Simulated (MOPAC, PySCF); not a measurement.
C3H7N, SMILES `C/C=C\N`, neutral singlet in the gas phase. 

Cartesian coordinates (Å):
SMILES: C/C=C\N
```xyz
11

C     -1.3413    -0.4188    -0.3302
C     -0.5263     0.5620     0.4466
C      0.8063     0.6323     0.4338
N      1.6680    -0.1286    -0.3400
H     -1.6347    -0.0303    -1.3125
H     -2.2615    -0.6734     0.2004
H     -0.8055    -1.3577    -0.5054
H     -1.0529     1.2924     1.0490
H      1.3080     1.3867     1.0313
H      1.2691    -0.9620    -0.7431
H      2.5707    -0.3025     0.0701
```
Charge 0, multiplicity 1.

All levels are single points at this geometry (PBE0-D3(BJ)/def2-TZVP); Pople sets use spherical d functions. Orbital energies aren't observables, and empty levels follow the basis.

| level | HOMO (eV) | LUMO (eV) | gap (eV) | dipole (D) | vertical IE, Delta-SCF (eV) |
|---|---|---|---|---|---|
| PBE-D3(BJ)/def2-TZVP in PySCF | -4.60 | 0.20 | 4.80 | 1.38 | – |
| PBE0-D3(BJ)/def2-TZVP in PySCF | -5.73 | 1.05 | 6.78 | 1.35 | – |
| B3LYP/6-311+G** in PySCF | -5.59 | -0.10 | 5.49 | 1.31 | – |
| B3LYP/6-31G* in PySCF | -5.12 | 1.66 | 6.78 | 1.44 | 7.69 |
| BP86/6-31G* in PySCF | -4.26 | 0.77 | 5.03 | 1.48 | – |
| PBE/6-31G* in PySCF | -4.16 | 0.87 | 5.03 | 1.48 | 7.60 |
| HF/3-21G in PySCF | -8.02 | 5.95 | 13.97 | 1.56 | – |
| PM3 in MOPAC | -8.43 | 1.27 | 9.70 | 1.23 | – |
| PM6 in MOPAC | -8.39 | 1.49 | 9.88 | 1.59 | – |
